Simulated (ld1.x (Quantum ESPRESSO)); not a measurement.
## Pseudopotential generation for nitrogen (N): TM, PBE, fully relativistic.

Input for ld1.x (Quantum ESPRESSO) 7.5:

```
&input
   title='N', zed=7., rel=2, dft='PBE', iswitch=3,
   config='[He] 2s2 2p2 3d-2', rel_dist='average',
   nld=5, rlderiv=1.95, eminld=-4.0, emaxld=5.0, deld=0.02
 /
 &inputp
   pseudotype=2, tm=.true., lloc=0,
   nlcc=.false.,
   file_pseudopw='N.UPF', file_wfcaegen='ae.wfc', file_wfcncgen='nc.wfc', file_beta='beta', file_chi='chi'
 /
3
2P  2  1   2.00   0.00  1.80  1.80  0.0
3D  3  2  -2.00   0.30  1.80  1.80  0.0
2S  1  0   2.00   0.00  0.65  0.65  0.0
 &test
   configts(1)='2s2 2p2'
 /
```

Command:

```bash
ld1.x < N.in > N.out
```

Resulting log (shortened: banner, matrices, multipoles, cross overlaps and the repeated all-electron block are left out):

```
Program LD1 v.7.5
     --------------------------- All-electron run ----------------------------

     N
     dirac relativistic calculation

     atomic number is  7.00
     dft =PBE   lsd =0 sic =0 latt =0  beta=0.20 tr2=1.0E-14
     Exchange-correlation= PBE
                           (   1   4   3   4   0   0   0)
     mesh =1085 r(mesh) =  99.89202 a.u. xmin = -7.00 dx = 0.01250
     1 Ry =  13.60569312 eV, c = 137.03599908

     n l j   nl                  e(Ry)          e(Ha)          e(eV)
     Spin orbit split results
     1 0 0.5 1S 1( 2.00)       -29.5223       -14.7611      -401.6710
     2 0 0.5 2S 1( 2.00)        -2.3859        -1.1929       -32.4615
     2 1 0.5 2P 1( 0.67)        -1.5217        -0.7609       -20.7038
     2 1 1.5 2P 1( 1.33)        -1.5199        -0.7600       -20.6798
     Averaged results
     1 0     1S 1( 2.00)       -29.5223       -14.7611      -401.6710
     2 0     2S 1( 2.00)        -2.3859        -1.1929       -32.4615
     2 1     2P 1( 2.00)        -1.5205        -0.7603       -20.6878

     final scf error:  6.9E-15 reached in  23 iterations

     Etot =    -107.907662 Ry,     -53.953831 Ha,   -1468.158536 eV

     Ekin =     107.748061 Ry,      53.874031 Ha,    1465.987058 eV
     Encl =    -247.805760 Ry,    -123.902880 Ha,   -3371.569126 eV
     Eh   =      44.523218 Ry,      22.261609 Ha,     605.769246 eV
     Exc  =     -12.373182 Ry,      -6.186591 Ha,    -168.345713 eV

     normalization and overlap integrals

     s(1S/1S) =  1.000000  <r> =   0.2296  <r2> =    0.0713  r(max) =   0.1483
     s(2S/2S) =  1.000000  <r> =   1.2446  <r2> =    1.8543  r(max) =   0.9916
     s(2P/2P) =  1.000000  <r> =   1.2753  <r2> =    2.0607  r(max) =   0.9200
     s(2P/2P) =  1.000000  <r> =   1.2764  <r2> =    2.0642  r(max) =   0.9200

     ------------------------ End of All-electron run ------------------------

     --------------------- Generating NC pseudopotential ---------------------

      Generating local pot.: lloc=0, matching radius rcloc =   0.6500

     Fully relativistic calculation: |psi|^2

     Wfc 2P LC norm =  0.99994098 SC norm =  0.00005867 missing  0.00000035

     Wfc 2P LC norm =  0.99994105 SC norm =  0.00005577 missing  0.00000317

      Wfc   2P  rcut= 1.784  Using Troullier-Martins method

      Wfc   2P  rcut= 1.784  Using Troullier-Martins method

      Wfc   3D  rcut= 1.784  Using Troullier-Martins method

      Wfc   3D  rcut= 1.784  Using Troullier-Martins method

     ------------------- End of pseudopotential generation -------------------

     Computing logarithmic derivative in   1.95983
     Computing logarithmic derivative in   1.95983
     Computing the partial wave expansion
       no projector for channel:   0
     R is outside the sphere for l=    1 j= 0.50
     R is outside the sphere for l=    1 j= 1.50
     R is outside the sphere for l=    2 j= 1.50
     R is outside the sphere for l=    2 j= 2.50

     ---------------------- Testing the pseudopotential ----------------------

     N
     dirac relativistic calculation

     atomic number is  7.00   valence charge is  5.00
     dft =PBE   lsd =0 sic =0 latt =0  beta=0.20 tr2=1.0E-14
     mesh =1085 r(mesh) =  99.89202 xmin = -7.00 dx = 0.01250

     n l  j  nl             e AE (Ry)       e PS (Ry)    De AE-PS (Ry)
     1 0 0.5 2S   1( 2.00)       -2.38588       -2.38586       -0.00002
     2 1 0.5 2P   1( 0.67)       -1.52170       -1.52170        0.00000
     2 1 1.5 2P   1( 1.33)       -1.51994       -1.51994        0.00000

     eps = 4.0E-15  iter = 16

     Etot =    -107.907662 Ry,     -53.953831 Ha,   -1468.158536 eV
     Etotps =   -18.211683 Ry,      -9.105841 Ha,    -247.782565 eV

     Ekin =      10.451217 Ry,       5.225609 Ha,     142.196051 eV
     Encl =     -32.917261 Ry,     -16.458631 Ha,    -447.862157 eV
     Ehrt =      11.464490 Ry,       5.732245 Ha,     155.982334 eV
     Ecxc =      -3.662821 Ry,      -1.831411 Ha,     -49.835223 eV
     Epseu=      -3.547307 Ry,      -1.773653 Ha,     -48.263570 eV

     ---------------------- End of pseudopotential test ----------------------
```

Generation and configuration tests took about 1.1 s on one core of a shared server CPU.

Transferability test of the new file with ld1.x, input:

```
&input
   title='N', zed=7., rel=2, dft='PBE', iswitch=2,
   config='[He] 2s2 2p2 3d-2', rel_dist='average'
 /
 &test
   file_pseudo='N.UPF', nconf=8,
   configts(1)='2s2 2p2',
   configts(2)='2s2 2p3',
   configts(3)='2s2 2p1',
   configts(4)='2s2 2p0',
   configts(5)='2s1 2p4',
   configts(6)='2s2 2p2.5',
   configts(7)='2s0 2p5',
   configts(8)='2s2 2p3.3'
 /
```

```bash
ld1.x < N.test.in > N.test.out
```

Pseudopotential blocks of its output, shortened (energy terms left out):

```
     ---------------------- Testing the pseudopotential ----------------------

     n l  j  nl             e AE (Ry)       e PS (Ry)    De AE-PS (Ry)
     1 0 0.5 2S   1( 2.00)       -2.38588       -2.38586       -0.00002
     2 1 0.5 2P   1( 0.67)       -1.52170       -1.52170        0.00000
     2 1 1.5 2P   1( 1.33)       -1.51994       -1.51994        0.00000

     eps = 3.8E-15  iter = 16

     Etot =    -107.907662 Ry,     -53.953831 Ha,   -1468.158535 eV
     Etotps =   -18.211683 Ry,      -9.105841 Ha,    -247.782565 eV

     ---------------------- End of pseudopotential test ----------------------

          ---------------------- Testing the pseudopotential ----------------------

     n l  j  nl             e AE (Ry)       e PS (Ry)    De AE-PS (Ry)
     1 0 0.5 2S   1( 2.00)       -1.36579       -1.36253       -0.00326
     2 1 0.5 2P   1( 1.00)       -0.52202       -0.52385        0.00184
     2 1 1.5 2P   1( 2.00)       -0.52061       -0.52242        0.00181

     eps = 3.6E-15  iter = 23

     Etot =    -108.906616 Ry,     -54.453308 Ha,   -1481.749995 eV
     Etotps =   -19.212467 Ry,      -9.606233 Ha,    -261.398930 eV
     dEtot_ae =      -0.998954 Ry
     dEtot_ps =      -1.000784 Ry,   Delta E=       0.001830 Ry

     ---------------------- End of pseudopotential test ----------------------

          ---------------------- Testing the pseudopotential ----------------------

     n l  j  nl             e AE (Ry)       e PS (Ry)    De AE-PS (Ry)
     1 0 0.5 2S   1( 2.00)       -3.61312       -3.60649       -0.00662  !
     2 1 0.5 2P   1( 0.33)       -2.75845       -2.73612       -0.02233  !
     2 1 1.5 2P   1( 0.67)       -2.75626       -2.73402       -0.02224  !

     eps = 5.3E-15  iter = 19

     Etot =    -105.786949 Ry,     -52.893475 Ha,   -1439.304767 eV
     Etotps =   -16.099499 Ry,      -8.049750 Ha,    -219.044845 eV
     dEtot_ae =       2.120713 Ry
     dEtot_ps =       2.112183 Ry,   Delta E=       0.008529 Ry

     ---------------------- End of pseudopotential test ----------------------

          ---------------------- Testing the pseudopotential ----------------------

     n l  j  nl             e AE (Ry)       e PS (Ry)    De AE-PS (Ry)
     1 0 0.5 2S   1( 2.00)       -5.00701       -4.96767       -0.03934  !
     2 1 0.5 2P   1( 0.00)       -4.19692       -4.10403       -0.09289  !
     2 1 1.5 2P   1( 0.00)       -4.19424       -4.10160       -0.09264  !

     eps = 4.2E-15  iter = 14

     Etot =    -102.326461 Ry,     -51.163231 Ha,   -1392.222428 eV
     Etotps =   -12.690705 Ry,      -6.345353 Ha,    -172.665838 eV
     dEtot_ae =       5.581201 Ry
     dEtot_ps =       5.520978 Ry,   Delta E=       0.060223 Ry

     ---------------------- End of pseudopotential test ----------------------

          ---------------------- Testing the pseudopotential ----------------------

     n l  j  nl             e AE (Ry)       e PS (Ry)    De AE-PS (Ry)
     1 0 0.5 2S   1( 1.00)       -1.39866       -1.39238       -0.00628  !
     2 1 0.5 2P   1( 1.33)       -0.55283       -0.55623        0.00340
     2 1 1.5 2P   1( 2.67)       -0.55141       -0.55477        0.00336

     eps = 4.9E-15  iter = 18

     Etot =    -108.060826 Ry,     -54.030413 Ha,   -1470.242443 eV
     Etotps =   -18.373939 Ry,      -9.186970 Ha,    -249.990179 eV
     dEtot_ae =      -0.153164 Ry
     dEtot_ps =      -0.162257 Ry,   Delta E=       0.009092 Ry

     ---------------------- End of pseudopotential test ----------------------

          ---------------------- Testing the pseudopotential ----------------------

     n l  j  nl             e AE (Ry)       e PS (Ry)    De AE-PS (Ry)
     1 0 0.5 2S   1( 2.00)       -1.84631       -1.84515       -0.00115
     2 1 0.5 2P   1( 0.83)       -0.98912       -0.99141        0.00229
     2 1 1.5 2P   1( 1.67)       -0.98754       -0.98982        0.00227

     eps = 7.8E-15  iter = 14

     Etot =    -108.532252 Ry,     -54.266126 Ha,   -1476.656509 eV
     Etotps =   -18.837002 Ry,      -9.418501 Ha,    -256.290472 eV
     dEtot_ae =      -0.624590 Ry
     dEtot_ps =      -0.625320 Ry,   Delta E=       0.000730 Ry

     ---------------------- End of pseudopotential test ----------------------

          ---------------------- Testing the pseudopotential ----------------------

     n l  j  nl             e AE (Ry)       e PS (Ry)    De AE-PS (Ry)
     1 0 0.5 2S   1( 0.00)       -1.42866       -1.42192       -0.00674  !
     2 1 0.5 2P   1( 1.67)       -0.58108       -0.58475        0.00367
     2 1 1.5 2P   1( 3.33)       -0.57965       -0.58327        0.00362

     eps = 3.7E-15  iter =  9

     Etot =    -107.213133 Ry,     -53.606566 Ha,   -1458.708986 eV
     Etotps =   -17.536765 Ry,      -8.768383 Ha,    -238.599846 eV
     dEtot_ae =       0.694529 Ry
     dEtot_ps =       0.674917 Ry,   Delta E=       0.019612 Ry

     ---------------------- End of pseudopotential test ----------------------

          ---------------------- Testing the pseudopotential ----------------------

     n l  j  nl             e AE (Ry)       e PS (Ry)    De AE-PS (Ry)
     1 0 0.5 2S   1( 2.00)       -1.11158       -1.10706       -0.00452
     2 1 0.5 2P   1( 1.10)       -0.27811       -0.27911        0.00100
     2 1 1.5 2P   1( 2.20)       -0.27681       -0.27778        0.00097

     eps = 2.9E-15  iter = 24

     Etot =    -109.025611 Ry,     -54.512806 Ha,   -1483.369012 eV
     Etotps =   -19.331888 Ry,      -9.665944 Ha,    -263.023732 eV
     dEtot_ae =      -1.117949 Ry
     dEtot_ps =      -1.120205 Ry,   Delta E=       0.002256 Ry

     ---------------------- End of pseudopotential test ----------------------
```
